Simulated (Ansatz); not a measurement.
Geometry optimisation, RKS PBE0/def2-SVP in Ansatz 0.2.0.

Input:

```yaml
crystal:
  periodic: [false, false, false]
  atoms:
    - { symbol: Sn, position_ang: [0.0, 0.0, 0.0] }
    - { symbol: O, position_ang: [1.2811, 0.0, 1.739] }
    - { symbol: H, position_ang: [0.3715, -0.2814, 2.0762] }
    - { symbol: H, position_ang: [1.8761, 0.0, 0.4941] }
    - { symbol: H, position_ang: [-0.8195, 1.4198, -0.5794] }
    - { symbol: H, position_ang: [-0.8195, -1.4198, -0.5794] }
basis:
  gaussian: { orbitals: def2-SVP }
hamiltonian:
  xc: pbe0
relax:
  f_tol: 0.15
  max_steps: 25
  restrain:
    - { distance: [1, 3], at: 1.01, k: 30.0 }
    - { distance: [0, 1], at: 3.16, k: 30.0 }
    - { distance: [0, 3], at: 2.94, k: 30.0 }
output:
  orbitals: {}
```

Launched with:

```bash
$ ansatz run input.yaml --threads 1 --pin off --max-ram 2048MiB --backend cpu --events-out ev --progress --plain --runs-dir out
```

Task: Where does it end, and by what steps?

Result: It converged. The restraints hold the end off the free minimum. After 10 steps the energy has fallen by 3.688 eV (the restraints' own energy left out); Sn1 moved furthest, 1.03 Å. Parted: Sn1–O2 (2.16 → 3.14 Å), Sn1–H4 (1.94 → 2.95 Å). Joined: O2–H4 (1.38 → 0.98 Å).

```json
{"step": "0", "energy less start (eV)": "0.0000", "largest force component (eV/Å)": "3.878", "accepted": "yes"}
{"step": "1", "energy less start (eV)": "0.4796", "largest force component (eV/Å)": "4.811", "accepted": "yes"}
{"step": "2", "energy less start (eV)": "0.7137", "largest force component (eV/Å)": "5.245", "accepted": "yes"}
{"step": "3", "energy less start (eV)": "-0.1670", "largest force component (eV/Å)": "5.045", "accepted": "yes"}
{"step": "4", "energy less start (eV)": "-1.9748", "largest force component (eV/Å)": "3.744", "accepted": "yes"}
{"step": "5", "energy less start (eV)": "-2.9215", "largest force component (eV/Å)": "1.545", "accepted": "yes"}
{"step": "6", "energy less start (eV)": "-3.3090", "largest force component (eV/Å)": "2.199", "accepted": "yes"}
{"step": "7", "energy less start (eV)": "-3.5095", "largest force component (eV/Å)": "1.426", "accepted": "yes"}
{"step": "8", "energy less start (eV)": "-3.6220", "largest force component (eV/Å)": "1.553", "accepted": "yes"}
{"step": "9", "energy less start (eV)": "-3.6852", "largest force component (eV/Å)": "0.975", "accepted": "yes"}
{"step": "10", "energy less start (eV)": "-3.6876", "largest force component (eV/Å)": "1.089", "accepted": "yes"}
```

```xyz
6
Properties=species:S:1:pos:R:3
Sn -0.038 0.158 -1.017
O 1.388 0.191 1.781
H 0.891 -0.529 2.188
H 1.951 -0.266 1.118
H -1.327 1.321 -0.658
H -0.975 -1.157 -0.261
```

Time of the run: 21 s on 1 thread of Arm Neoverse V2, with other jobs on the host, peak memory 0.11 GiB.
